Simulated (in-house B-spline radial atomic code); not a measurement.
RPA and G0W0 for Pb V (Pb4+), [Xe] 4f14 5d10, as one setting changes: the highest l of the empty states. Start: PBE. A dash marks a level of low quasi-particle weight. Computed with a B-spline radial code for spherical atoms: all electrons, scalar-relativistic (spin-free one-electron X2C), finite nucleus, each spin shell either full or empty, empty states to the listed l with an (l + 1/2)⁻⁴ tail; G0W0 by contour deformation at full frequency.

Without the two-electron picture change, the correlation of inner shells comes somewhat too large for so heavy an element.

```csv
highest l of the empty states,RPA summed (Eh),RPA extrapolated (Eh),G0W0 level (eV)
5,-6.0946,-7.1638,5d -70.06
6,-6.4869,-7.1606,5d -70.07
7,?,?,?
8,-6.8217,-7.1098,5d -70.10
9,-6.8936,-7.0879,5d -70.09
10,?,?,?
11,-6.9667,-7.0627,5d -70.08
```

**Question.** What belongs in the row for 7?

**Answer.** RPA summed (Eh): -6.7002; RPA extrapolated (Eh): -7.1364; G0W0 level (eV): 5d -70.12.

**Question.** What belongs in the row for 10?

**Answer.** RPA summed (Eh): -6.9381; RPA extrapolated (Eh): -7.0731; G0W0 level (eV): 5d -70.08.
